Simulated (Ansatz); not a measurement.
Ideal-gas functions of C2H4Ge (`C#[C][GeH3]`) at 500 K and 1 bar, from an Ansatz frequency run at PBE0-D4/def2-TZVP.

Molar mass 100.66 g/mol, point group C3v (symmetry number 3), electronic degeneracy 1, moments of inertia 6.379, 141.298, 141.298 u Å². Harmonic wavenumbers (cm⁻¹, unscaled): 225, 225, 522, 622, 622, 722, 722, 840, 880, 880, 2164, 2178, 2178, 2180, 3467.

Use S(trans) = R[1.5 ln M + 2.5 ln T − 1.1517]; rotational temperatures θ = 24.2544 K / I; S(rot) = R[ln(√π/σ · √(T³/θAθBθC)) + 1.5]; for each mode x = 1.438777 ν̃/T, S = R[x/(eˣ − 1) − ln(1 − e⁻ˣ)] and H = RT x/(eˣ − 1); 1 cm⁻¹ = 0.0119627 kJ/mol; R = 8.31446 J/(mol·K).

Question: By hand: the entropy, in J/(mol·K).

Answer: Translation 177.1. Rotation: θ = 3.8022, 0.1717, 0.1717 K, giving 94.7. Vibration, mode by mode: 12.07, 12.07, 5.67, 4.50, 4.50, 3.59, 3.59, 2.74, 2.51, 2.51, 0.12, 0.11, 0.11, 0.11, 0.00, in all 54.2. Electronic 0.0. Sum 326.0 J/(mol·K).

Question: By hand: H − E and G − E in kJ/mol, counted from the electronic energy.

Answer: Zero-point energy ½ × 18427 × 0.0119627 = 110.2; thermal vibration 16.2; translation, rotation and pV give 4 RT = 16.6. H − E = 143.0 kJ/mol, and G − E = 143.0 − 500 × 326.0/1000 = -20.0 kJ/mol.

Vibration gives 17 % of the entropy.
